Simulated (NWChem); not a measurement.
Species: C₂H₅FSi; SMILES C(/[SiH3])=C/F

Program: NWChem. Pople sets run with spherical d functions. All runs use the structure optimised with PBE0/def2-SVP. Level: PBE0/6-31G* with SMD (1 M gas to 1 M solution), gas-phase geometry. Reactions with the solvent are ignored.

Problem. Predict the results for solvent ethyl acetate. Quantities: solvation free energy (kcal/mol); cavity-dispersion-structure term (kcal/mol); dipole in solution (D).

Solution. 
* **solvation free energy (kcal/mol)**: -1.3
* **cavity-dispersion-structure term (kcal/mol)**: 0.7
* **dipole in solution (D)**: 1.97
